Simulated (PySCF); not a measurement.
**What went wrong, or what changed?**

The sound run of ReH6 (doublet; a saddle point, relaxed within its symmetry) uses PySCF 2.14.0, UKS PBE, Re def2-SVP with ECP60, H def2-SVP; non-relativistic Hamiltonian with scalar-relativistic core potentials where named; density fitting; no spin-orbit coupling, grid (50, 194), threshold 1e-8 and 55 cycles at the relaxed geometry. This run differs:

```python
mol = gto.M(atom='''
Re     0.00000     0.00000    -0.14470
H      1.02832    -0.00001     1.15396
H     -0.51415     0.89055     1.15396
H     -0.51417    -0.89054     1.15396
H      1.55959    -0.00002    -0.73071
H     -0.77978     1.35066    -0.73071
H     -0.77981    -1.35064    -0.73071''',
    basis={'Re': 'def2-SVP', 'H': 'def2-SVP'},
    ecp={'Re': 'def2-SVP'},
    charge=0, spin=1)
mf = dft.UKS(mol, xc='PBE')
mf.grids.atom_grid = (50, 194)
mf = mf.density_fit()  # fitting sets: Re def2-universal-JKFIT, H def2-universal-JKFIT
mf.conv_tol = 1e-08; mf.max_cycle = 91
mf.kernel(mf.get_init_guess(key='1e'))
mf.nuc_grad_method().kernel()
```

Q: What was changed, and how did it end?

A: The start was changed to the bare core Hamiltonian. It converged in 14 cycles, 0.000 eV from the sound run, largest force component 0.01 eV/Å. The cycle limit differs too. No harm here: the result survives it.
```
init E= -68.3710793896812
cycle= 1 E= -44.561407600037  delta_E= 23.8  |g|= 4.71  |ddm|=   40
cycle= 2 E= -68.8889993732877  delta_E= -24.3  |g|= 3.53  |ddm|= 38.7
cycle= 3 E= -81.5360616484339  delta_E= -12.6  |g|= 0.632  |ddm|= 21.3
cycle= 4 E= -81.401514716358  delta_E= 0.135  |g|= 0.826  |ddm|= 1.52
cycle= 5 E= -81.7645589664871  delta_E= -0.363  |g|= 0.116  |ddm|= 0.94
...
cycle= 12 E= -81.7753307541683  delta_E= -2.5e-07  |g|= 0.000154  |ddm|= 0.000784
cycle= 13 E= -81.7753307775205  delta_E= -2.34e-08  |g|= 4.89e-05  |ddm|= 0.000413
cycle= 14 E= -81.7753307795699  delta_E= -2.05e-09  |g|= 9.79e-06  |ddm|= 0.000122
Extra cycle  E= -81.7753307795172  delta_E= 5.28e-11  |g|= 1.29e-05  |ddm|= 5.62e-05
converged SCF energy = -81.7753307795172  <S^2> = 0.75183316  2S+1 = 2.0018323
```

Started from ions, an open shell can land on another state than the sound run's, and that then enters the shifts.

Run from Python with OMP_NUM_THREADS=2; the lines above give its settings.
It took 2.5 s on 2 threads of Arm Neoverse V2, on a shared host.

Open shells may have lower solutions than the one found.
